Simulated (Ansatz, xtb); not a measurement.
## Relative energy of two isomers of CH4F2NSi

We compare a, `C[Si]([NH])(F)F`, a doublet, with b, `[CH2]N[SiH](F)F`, a doublet. Both are isolated molecules in the gas phase, relaxed with B3LYP/6-31G*; the shapes shown needn't be the lowest conformers.

a (Å):

```xyz
9

C    -0.2396   -0.2418    1.2740
F     0.5883    0.1787   -1.4163
F     0.8679    2.1591    0.2209
N    -1.6572    1.5443   -0.6449
Si   -0.0883    0.9203   -0.1576
H    -0.8812   -1.0905    1.0132
H    -0.6891    0.2658    2.1344
H     0.7381   -0.6306    1.5769
H    -1.6099    2.1957   -1.4388
```

b (Å):

```xyz
9

C    -3.0378    1.8305    0.2643
F    -2.7538   -1.8259    0.6982
F    -0.4667   -1.1697   -0.1973
N    -2.0547    0.8641    0.5240
Si   -2.0007   -0.7049   -0.1698
H    -3.6292    1.6958   -0.6344
H    -2.8614    2.8343    0.6314
H    -1.4463    1.0731    1.3081
H    -2.6014   -0.6655   -1.5117
```

Estimate E(b) − E(a) at the level CCSD(T)/def2-SVP + ΔMP2/def2-TZVPP.

Not settled: CCSD(T)/def2-SVP + ΔMP2/def2-TZVPP gives E(b) − E(a) = +10.3 kJ/mol, but this leans on the basis-set step: CCSD(T) alone gives +0.6 kJ/mol.

The same difference at several levels:

```
                             level      geometry  E(b) − E(a) (kJ/mol)  departure from the last row (kJ/mol)  job, with rough time for the two
                      B3LYP/6-31G*  B3LYP/6-31G*                   +14.0                                  +3.7             optimisation, 2.3 min
                       HF/def2-SVP  B3LYP/6-31G*                   +23.4                                 +13.1           part of the CCSD(T) run
                      MP2/def2-SVP  B3LYP/6-31G*                    −6.1                                 −16.5           part of the CCSD(T) run
                  CCSD(T)/def2-SVP  B3LYP/6-31G*                    +0.6                                  −9.8                      single point
CCSD(T)/def2-SVP + ΔMP2/def2-TZVPP  B3LYP/6-31G*                   +10.3                                                      single point, 48 s
```

As drawn, b has 1 C–N, 1 Si–H in place of 1 C–Si, 1 C–H.

MP2/def2-SVP puts the two in the other order. CCSD(T)/def2-SVP finds them nearly level. The largest departure from CCSD(T)/def2-SVP + ΔMP2/def2-TZVPP is that of MP2/def2-SVP, 16.5 kJ/mol. Levels run at GFN2-xTB geometries aren't shown. The last row adds to CCSD(T) the change of the MP2 difference between the two basis sets, here +9.8 kJ/mol.

With harmonic frequencies from B3LYP/6-31G* (ideal gas, rigid rotor, one conformer each, 298.15 K, 1 atm): on the last row, ΔE + ΔZPE = +11.1 kJ/mol. A mode under 50 cm⁻¹ makes harmonic enthalpies and free energies unreliable, so none is given.

Open shells are spin-unrestricted. The correlated steps freeze 9 core orbitals. Codes used: Ansatz 0.2.0; the last row on 2 threads of Intel(R) Xeon(R) 6975P-C (Granite Rapids) on a shared host.
